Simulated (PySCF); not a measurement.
# NMR data sheet: C6H14Si3

- Formula: C6H14Si3
- SMILES: C=C[SiH2]/C=C(/C=C)[SiH2][SiH3]
- Point group of the computed structure: C1
- Degrees of unsaturation: 3
- Carbon signals: 6
- Proton signals: 10

Numbering as in the mapped SMILES `[CH2:1]=[CH:2][SiH2:3]/[CH:4]=[C:5](/[CH:6]=[CH2:7])[SiH2:8][SiH3:9]`. Hydrogens are named by the atom that carries them. Ha(C7) is cis to C5; Ha(C1) is cis to Si3; Hb(C7) is trans to C5; Hb(C1) is trans to Si3.

[PySCF: GIAO PBE0/pcSseg-1 shieldings; GFN2-xTB structure; no relativistic terms; isolated molecule; one computed conformer; averaged over atoms made equivalent by symmetry, fast rotation or ring inversion]

Shifts are taken against calculated references (same method and geometry level): ¹H (σref 31.72) and ¹³C (σref 186.93) and ²⁹Si (σref 349.16) vs TMS.

```tsv
carbon	δC, type	δH (multiplicity)	HMBC from (2–3 bonds)	span of the C tensor (ppm)
C1	142.2, CH2	Ha(C1) 6.21 (m); Hb(C1) 6.35 (m)	H(C2), H(Si3)	241
C2	140.8, CH	6.40 (m)	H(C4), Hb(C1), Ha(C1), H(Si3)	248
C4	151.0, CH	7.02 (t)	H(C6), H(C2), H(Si3), H(Si8)	221
C5	164.8, C	–	H(C4), H(C6), Hb(C7), Ha(C7), H(Si3), H(Si8), H(Si9)	246
C6	155.0, CH	6.80 (m)	H(C4), Hb(C7), Ha(C7), H(Si8)	204
C7	124.6, CH2	Ha(C7) 5.36 (m); Hb(C7) 5.56 (m)	H(C6)	201
```

Other nuclei:
```tsv
atoms	nucleus	environment	δ (ppm)	σ (ppm)
H(Si3)	¹H	hydrogen on a silicon bonded to 2 C	4.72	27.00
H(Si8)	¹H	hydrogen on a silicon bonded to C, Si	4.47	27.25
H(Si9)	¹H	hydrogen on a silicon bonded to Si	3.58	28.14
Si3	²⁹Si	silicon bonded to 2 C, 2 H	-53.6	402.7
Si8	²⁹Si	silicon bonded to C, Si, 2 H	-90.0	439.2
Si9	²⁹Si	silicon bonded to Si, 3 H	-114.1	463.3
```

Carbon types of the structure: 1 × C, 3 × CH, 2 × CH2, leaving 7 H on heteroatoms. δC 164.8: fully substituted alkene carbon; as expected for a trigonal carbon in a double bond. δC 155.0, 151.0, 140.8: alkene CH; an sp2 carbon of a C=C bond. δC 142.2, 124.6: terminal =CH2 carbon; an sp2 carbon of a C=C bond. δH 7.02, 6.80, 6.40: hydrogen on an alkene CH; a vinylic proton, deshielded by the sp2 carbon and the C=C anisotropy. δH 6.35, 6.21, 5.56, 5.36: hydrogen on a terminal =CH2 carbon; a vinylic proton, deshielded by the sp2 carbon and the C=C anisotropy.

Shifts are as computed. Against solution values, carbons near 30 ppm lie about +3 ppm off and those near 130 ppm about +5 ppm. Of 1309 compounds with measured shifts, 239 miss one by over three times the rms of a fit or turn the order of signals round; such compounds aren't used in these exercises. No couplings were computed; multiplicities are counted from neighbouring protons, with m where these are inequivalent, close in shift, in a saturated or five-membered ring or joined by F or P, and br s for small geminal =CH2 splittings.
